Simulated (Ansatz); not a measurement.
**Energy profile**

The step: GaH₂Br ([GaH2][Br]) → GaH + HBr; bonds formed: Br2–H3; bonds broken: Ga1–Br2, Ga1–H3 (atoms numbered as in the saddle structure below).

Ga1  (-0.688, 0.142, 0.655)
Br2  (1.547, -0.014, -1.037)
H3  (0.888, 0.704, 0.416)
H4  (-1.747, -0.832, -0.034)
(Å)

Electronic energies by CCSD(T) at an estimated basis limit (MP2 extrapolated from triple and quadruple zeta, plus CCSD(T) − MP2 in triple zeta), on PBE0-D4/def2-TZVP structures; GaH2Br, closed shell; no counterpoise correction. Computed with Ansatz 0.2.0 (basis: def2-TZVPP and def2-QZVPP); correlated methods freeze the cores. Filled d shells of the heavier atoms are correlated. The def2 sets are not built for correlating such inner shells, so the correlated values are less sure here. Extrapolation: Hartree–Fock as exp(−7.88 √X), correlation as X^−2.97.

(1) Give the profile in kJ/mol, counted from the start structure. (An estimate is asked for; the value comes from the calculation.)

No T1 diagnostic of these runs exceeds 0.016. The restricted Hartree–Fock reference is unstable towards an unrestricted one at one or more of these structures.

Results:

(1) Computed:
```tsv
point	kJ/mol
start structure	0.0
saddle	228.8
end structure	196.7
separated: GaH (Ga1, H4; singlet) + HBr (Br2, H3; singlet)	208.2
```

Labels in which every atom is bracketed show which atoms are joined, not bond orders.

For scale, one of the runs: CCSD(T)/def2-TZVPP, 124 basis functions, launched by `ansatz run in.yaml --threads 2 --pin off --events-out ev --progress --plain --max-ram 4352MiB`. Hardware: 2 CPU threads of an Arm Neoverse V2, shared host. Wall time about 11 s.
